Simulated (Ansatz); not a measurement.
```xyz
10

H     1.6462    0.0247   -0.0185
H     1.2996    0.9395   -0.0046
H     0.4915    1.5531   -0.0063
H    -0.5090    1.5452    0.0144
H    -1.3267    0.9152    0.0059
H    -1.6123    0.0231   -0.0035
H    -1.3276   -0.9565   -0.0086
H    -0.4860   -1.5550    0.0014
H     0.5338   -1.5108    0.0178
H     1.2907   -0.9785    0.0020
```

Basis set: cc-pVDZ (spherical functions). All electrons are correlated. Charge 0, multiplicity 1.

Computed with Ansatz (development build ahead of 0.2.0); each method stands on the lowest determinant of its kind that the runs found. Restricted open shells among the atoms or ions are ROHF, correlated in semicanonical orbitals with singles.

Q: Give the atomization energy at this shape (free ground-state atoms in the same class of orbitals less the molecule, no zero-point energy) of singlet H10 by RHF-MP2, RHF.

A:

```
 method  atomization energy
RHF-MP2     375.51 kcal/mol
    RHF     252.53 kcal/mol
```

Caution: stretched shape with no unrestricted run beside it, a lower state can exist. Caution for RHF-MP2: bonds are stretched, where a single reference can fail.
